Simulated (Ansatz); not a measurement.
Consider the homolysis of the I–Si bond: `O[SiH](F)[SiH2]I` → I• + `O[SiH](F)[SiH2]`•.

Calculated with Ansatz (gas phase, PBE0-D4/def2-TZVP geometries, no zero-point term in ΔE). CCSD(T)/CBS is the MP2 limit (def2-TZVPP, def2-QZVPP) plus CCSD(T) − MP2 in def2-TZVPP, frozen cores. DFT in def2-TZVPP. No spin–orbit coupling; open shells (•) take unrestricted orbitals. Spin–orbit coupling would lower the free atoms: strongly for I. def2 core potentials past Kr. Bonds to I are less sure, by a few kJ/mol each and by 10 to 20 or more in all where they break to atoms, as the def2 sets lack core-valence functions. Each species was taken in one conformer, which may not be the lowest.

```json
{"level": "CAM-B3LYP", "ΔE (kJ/mol)": "309.6"}
{"level": "CCSD/def2-TZVPP", "ΔE (kJ/mol)": "312.4"}
```

Problem. What does CCSD(T)/CBS give? (An estimate is asked.)

Solution. Computed: +348.7 kJ/mol. The listed levels differ from it by -39.1, -36.3 kJ/mol.

Largest T1 diagnostic among the species: 0.014.

From BLYP to BHLYP (50 % exact exchange), in def2-TZVPP and without D4, ΔE moves by +4.9 kJ/mol. The D4 term adds +15.8 kJ/mol with B3LYP and +8.5 kJ/mol with PBE0; it sums over pairs of atoms, weighted by their polarisabilities, and B3LYP, whose exchange is more repulsive, gets the larger term.

B3LYP here is the variant with VWN-RPA as its local correlation; programs differ in this.

CCSD(T)/CBS has its own doubt, a few kJ/mol and more with outer-core shells, so smaller differences from it don't rank the levels.
